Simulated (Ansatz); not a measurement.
PBE exchange is replaced step by step with exact exchange (0 % is PBE, 25 % PBE0; no dispersion term), basis def2-TZVP, Ansatz. System: the cluster ZrTe₂⁺. The state is a doublet with charge 1. Geometry: r2SCAN-D4/def2-TZVP, each spin state at its own.

Geometry of the doublet:

```xyz
3

Zr   -1.262    0.653   -0.523
Te    0.967   -0.711   -1.028
Te    0.295    0.058    1.551
```

In the def2 sets Te, Zr take a core potential; there is no spin–orbit coupling. At PBE0-D4/def2-TZVP, PBE with 35 % exact exchange/def2-TZVP, PBE with 50 % exact exchange/def2-TZVP the charge 1 doublet is spin-contaminated (final ⟨S²⟩ up to 0.85, 0.75 for a pure state). The structure comes from a short search, and lower isomers may exist.

HOMO and LUMO are taken over both spins.

| exact exchange (%) | HOMO (eV) | LUMO (eV) | gap (eV) | ⟨S²⟩ | quartet − doublet (kJ/mol) |
| --- | --- | --- | --- | --- | --- |
| 0 | -9.04 | -8.40 | 0.64 | 0.799 | 93.2 |
| 5 | -9.28 | -8.22 | 1.06 | 0.805 | 89.2 |
| 10 | -9.53 | -8.03 | 1.50 | 0.812 | 85.1 |
| 15 | -9.79 | -7.85 | 1.94 | 0.818 | 81.0 |
| 25 | -10.31 | -7.48 | 2.83 | 0.831 | 72.5 |
| 35 | -10.82 | -7.18 | 3.64 | 0.841 | 63.8 |

(1) Fit a straight line to the column «quartet − doublet (kJ/mol)» against the share of exact exchange and predict its value at 50 %.

Answers

(1) With x = exact exchange (%) and y = quartet − doublet (kJ/mol): mean x = 15, mean y = 80.8; Σ(x − x̄)(y − ȳ) = -714.5, Σ(x − x̄)² = 850; slope b = -0.8406, intercept a = ȳ − b·x̄ = 93.41. The residuals of the fitted rows reach 0.2. At x = 50 the line gives 93.41 + (-0.8406 × 50) = 51.4; the run gave 50.5, 0.9 less than the line.
